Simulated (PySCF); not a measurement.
C5H12NPSi2.
Atom-mapped SMILES: `[CH:1]#[C:2][CH2:3][P:4]([CH:5]=[CH2:6])[N:7]([SiH3:8])[SiH3:9]` (hydrogens: H10 on C1; H11, H12 on C3; H13 on C5; H14, H15 on C6; H16, H17, H18 on Si8; H19, H20, H21 on Si9)

Method: PySCF 2.14.0, PBE0-D3(BJ)/def2-SVP geometry optimisation, gas phase; density fitting, grid level 1; the optimiser is geomeTRIC in internal coordinates, started from a GFN2-xTB structure with every atom displaced at random (about 0.01 Å).

Geometry at step 5:
```
atom  x, y, z in Å
C1      3.6674   -1.2104    0.8274
C2      2.4886   -0.9548    0.9251
C3      1.0748   -0.6503    1.0007
P4      0.2995   -0.4176   -0.6887
C5      0.7454    1.3051   -1.0571
C6      1.7775    2.0058   -0.5764
N7     -1.3860   -0.2533   -0.2801
Si8    -2.4262   -1.4223   -1.0873
Si9    -2.0480    1.0566    0.6946
H10     4.7138   -1.4468    0.7472
H11     0.8947    0.2387    1.6284
H12     0.5243   -1.4936    1.4520
H13     0.1131    1.7494   -1.8375
H14     1.9770    3.0154   -0.9486
H15     2.4628    1.6089    0.1792
H16    -3.7910   -1.2764   -0.4965
H17    -2.5113   -1.1746   -2.5585
H18    -1.9234   -2.8098   -0.8668
H19    -2.6167    2.1518   -0.1493
H20    -3.1381    0.5250    1.5652
H21    -0.9688    1.6288    1.5489
```

Q: What forces act on the atoms?

A: 
| atom | Fx (eV/Å) | Fy (eV/Å) | Fz (eV/Å) |
| --- | --- | --- | --- |
| C1 | 0.223 | -0.050 | -0.016 |
| C2 | -0.112 | 0.013 | -0.010 |
| C3 | -0.076 | -0.009 | 0.021 |
| P4 | 0.010 | 0.004 | -0.044 |
| C5 | -0.011 | -0.027 | 0.007 |
| C6 | -0.043 | 0.031 | -0.032 |
| N7 | -0.007 | -0.006 | 0.065 |
| Si8 | 0.025 | 0.006 | 0.001 |
| Si9 | 0.030 | 0.002 | -0.004 |
| H10 | -0.069 | 0.025 | 0.005 |
| H11 | -0.014 | 0.004 | 0.003 |
| H12 | 0.015 | 0.012 | -0.002 |
| H13 | 0.004 | 0.004 | -0.016 |
| H14 | 0.045 | 0.001 | 0.034 |
| H15 | -0.009 | -0.001 | -0.009 |
| H16 | -0.001 | 0.007 | 0.002 |
| H17 | 0.005 | -0.003 | -0.008 |
| H18 | -0.002 | -0.017 | 0.009 |
| H19 | -0.003 | 0.017 | -0.012 |
| H20 | -0.013 | -0.010 | -0.003 |
| H21 | 0.001 | -0.005 | 0.008 |

The largest, 0.23 eV/Å, acts on C1; the rms over all components is 0.039 eV/Å. The forces sum to zero within rounding, as they must for an isolated molecule in no field.

Q: Give the force on C1 in Eh/bohr and in nN.

A: 0.229 eV/Å ÷ 51.422 = 0.00446 Eh/bohr, and 0.229 eV/Å × 1.602 = 0.37 nN.

Q: How far is this geometry from the end of the optimisation?

A: 0.018 eV above it, and 0.221 Å rms away after alignment. The bonds farthest from their final lengths, with half the difference of the two atoms' forces along the bond (positive lengthens):

| bond | now (Å) | final (Å) | force along bond (eV/Å) |
| --- | --- | --- | --- |
| P4–N7 | 1.742 | 1.746 | +0.02 |
| Si8–H18 | 1.492 | 1.495 | +0.01 |
| Si9–H21 | 1.491 | 1.493 | -0.01 |
| N7–Si9 | 1.762 | 1.760 | -0.02 |
| C1–H10 | 1.076 | 1.074 | -0.15 |

The angle farthest from its final value is Si8–N7–Si9, 121.7° against 124.1°.

The cost below is that of the whole optimisation. The run took 5.8 min wall on one thread of an Arm Neoverse V2, on a shared host, and the process peaked at 0.88 GiB of memory.
